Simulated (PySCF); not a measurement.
Species: 4-chlorothioanisole, C7H7ClS.
Bonds: C1–S2, S2–C3, C3–C4 (aromatic), C4–C5 (aromatic), C5–C6 (aromatic), C6–Cl7, C6–C8 (aromatic), C8–C9 (aromatic), C3–C9 (aromatic). Hydrogens: H10, H11, H12 on C1; H13 on C4; H14 on C5; H15 on C8; H16 on C9.

Method: PySCF 2.14.0, PBE0-D3(BJ)/def2-SVP geometry optimisation, gas phase.

Task: List the bond lengths, angles and torsions at this level.

Result: 
| bond | length (pm) | order |
| --- | --- | --- |
| C1–S2 | 179.7 | single |
| S2–C3 | 176.0 | single |
| C3–C4, C3–C9 | 140.2 | aromatic |
| C4–C5, C8–C9 | 139.1 | aromatic |
| C5–C6, C6–C8 | 139.4 | aromatic |
| C6–Cl7 | 173.3 | single |
| C1–H10, C1–H11, C1–H12 | 110.0 | single |
| C4–H13, C9–H16 | 109.2 | single |
| C5–H14, C8–H15 | 109.1 | single |

Bonds in one row agree within 1 pm and their mean is given. Orders are formal, as drawn. A selection of angles:
| angle | degrees |
| --- | --- |
| S2–C1–H10 | 111.8 |
| S2–C1–H12 | 105.6 |
| H10–C1–H11 | 110.1 |
| C1–S2–C3 | 103.2 |
| S2–C3–C4 | 116.6 |
| S2–C3–C9 | 124.7 |
| C4–C3–C9 | 118.7 |
| C3–C4–C5 | 121.0 |
| C3–C4–H13 | 119.6 |
| C5–C4–H13 | 119.4 |
| C4–C5–C6 | 119.6 |
| C4–C5–H14 | 120.6 |
| C6–C5–H14 | 119.8 |
| C5–C6–Cl7 | 119.9 |
| C5–C6–C8 | 120.2 |
| C9–C8–H15 | 120.3 |
| C3–C9–C8 | 120.5 |
| C3–C9–H16 | 120.9 |

Torsions: C1–S2–C3–C4 180° (antiperiplanar).

S2 (sulfide sulfur) is bent (angle 103.2°). The 9 heavy atoms lie in one plane (0.001 Å rms). The 2 C–S bonds span 1.760 Å (S2–C3, drawn single) to 1.797 Å (C1–S2, drawn single), a spread of 0.037 Å. The 6-membered ring C3–C4–C5–C6–C8–C9 has internal angles of 118.7° to 121.0°; it is planar, 0.00 Å rms from its mean plane, widest ring torsion 0°. Of the pairs four or more bonds apart, C1···H16 is among the closest relative to their van der Waals radii: 2.55 Å, 88 % of the sum of Bondi's values.

Point group: Cs (every atom within 0.08 Å of its image). No PBE0-D3(BJ)/def2-SVP frequencies stand behind this structure, so it isn't proved a minimum. The numbers are those of one conformer.
